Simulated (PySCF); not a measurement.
Series: cyclic III–V and III–VI dimers. All species are isolated molecules in the gas phase. Strings in code marks are SMILES.

Calculation: PySCF with CAM-B3LYP-D3(BJ)/def2-TZVP // CAM-B3LYP-D3(BJ)/def2-SVP. All candidates: neutral, multiplicity 1. Excitations are Tamm–Dancoff values on a coarser integration grid. The basis has no diffuse functions, so Rydberg states are missing or too high.

```
Item                    Value
-------------------  --------
HOMO                 -9.57 eV
HOMO–LUMO gap         9.91 eV
T1 excitation (TDA)   6.29 eV
```

### Question
Name which member has these values.
A) `[SeH+]1[InH2-][SeH+][InH2-]1`
B) `[BH2-]1[SeH+][BH2-][SeH+]1`
C) `[AlH2-]1[SH+][AlH2-][SH+]1`
D) `[BH2-]1[OH+][BH2-][OH+]1`

### Answer
C, `[AlH2-]1[SH+][AlH2-][SH+]1`. The others give `[SeH+]1[InH2-][SeH+][InH2-]1`: -8.69 eV, 8.48 eV, 5.37 eV; `[BH2-]1[OH+][BH2-][OH+]1`: -9.45 eV, 10.51 eV, 6.68 eV; `[BH2-]1[SeH+][BH2-][SeH+]1`: -8.91 eV, 9.43 eV, 5.41 eV
